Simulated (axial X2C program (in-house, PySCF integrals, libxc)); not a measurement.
Worked dissociation energy of ZnSi: TPSSh, with spin–orbit coupling

Computed with an axial X2C code built on PySCF integrals. Two-component (2c) means X2C with spin–orbit coupling and atomic mean-field two-electron Coulomb and Gaunt terms. Basis: Zn dyall-v3z [9s10p6d3f2g], Si dyall-v3z [8s7p2d1f] (cores contracted in-house); Gaussian nuclei, density fitting, unrestricted open shells. Masses: Zn 63.929 u, Si 27.977 u.

Molecular state: Ω = 1 (⟨Sz⟩ = 1.00, ⟨Lz⟩ = 0.00 at TPSSh).

- E(Zn) (2M_J = 0): -1795.408810 hartree
- E(Si) (2M_J = 2): -289.964816 hartree
- E(ZnSi) at Re: -2085.409935 hartree
- ωe: 274.0 cm⁻¹
- ωexe: 2.16 cm⁻¹

**Question.** Work out De and D0.

**Answer.** De = -1795.408810 + (-289.964816) − (-2085.409935) = 0.03631 hartree = 0.988 eV. The zero-point energy is ωe/2 − ωexe/4 = 136 cm⁻¹ = 0.017 eV, so D0 = 0.971 eV.

One determinant describes the state; a PBE0 search over occupations chose it and may have missed a lower one. Dissociation energies refer to the lowest single-determinant-based atoms at the same level and basis. Density functionals use the spin component along the axis (collinear). In 2c an atomic determinant is not the ground J level, so De misses part of the atomic spin–orbit lowering. This holds for TPSSh. PBE0 can misorder states that lie within some tenths of an eV, so this need not be the ground state of the molecule. The nearest other 2c determinant of the search, Ω = 0, lies 0.76 eV up at the distance of the search. Without a current term, density functionals place determinants with orbital angular momentum somewhat too high. With several unpaired electrons one determinant need not be a pure state. Open-shell Ω = 0 determinants with evenly filled partner blocks cannot be reached by this program, so the Ω shown need not be the lowest component. This is the Ω = 1 component of a π² triplet; the 0⁺ component is not one determinant and can lie lowest.

Each atomic determinant is the lowest at this level and need not be a pure J level. Totals compare only within one Hamiltonian and basis.
